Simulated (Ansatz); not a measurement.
`[NH2][Al]([NH2])[NH2]` and `[NH2][Al]([NH2])[SH]` differ in one atom or group.

Ansatz, PBE0-D4/def2-TZVP geometries, multiplicity 1. Each molecule was computed in one conformer, which needn't be the lowest.

```tsv
property	`[NH2][Al]([NH2])[NH2]`
HOMO energy (ωB97M-V/def2-TZVPP) / eV	-9.14
HOMO energy (B3LYP/def2-TZVPP) / eV	-6.48
HOMO–LUMO gap (PBE0/def2-TZVPP) / eV	7.04
HOMO energy (PBE0/def2-TZVPP) / eV	-6.74
HOMO–LUMO gap (PBE/def2-TZVPP) / eV	4.80
size of the dipole moment (B3LYP/def2-TZVPP) / D	0.00
```

(1) Give the same properties after the change, and the shifts. (Estimate.)

Answers

(1) Ansatz gave: 
```
                                        property  `[NH2][Al]([NH2])[SH]`  shift
           HOMO energy (ωB97M-V/def2-TZVPP) / eV                   -9.38  -0.24
             HOMO energy (B3LYP/def2-TZVPP) / eV                   -6.86  -0.38
            HOMO–LUMO gap (PBE0/def2-TZVPP) / eV                    7.13   0.09
              HOMO energy (PBE0/def2-TZVPP) / eV                   -7.12  -0.38
             HOMO–LUMO gap (PBE/def2-TZVPP) / eV                    4.90   0.10
size of the dipole moment (B3LYP/def2-TZVPP) / D                    2.10   2.10
```

With PBE0 the HOMO falls by 0.38 eV and the LUMO falls by 0.29 eV, so the gap widens by about 0.09 eV. PBE moves the HOMO by -0.40 eV and ωB97M-V by -0.24 eV. The zero-point energy changes by -41.5 kJ/mol with -3 modes.

B3LYP here is the variant with VWN-RPA as its local correlation; programs differ in this.
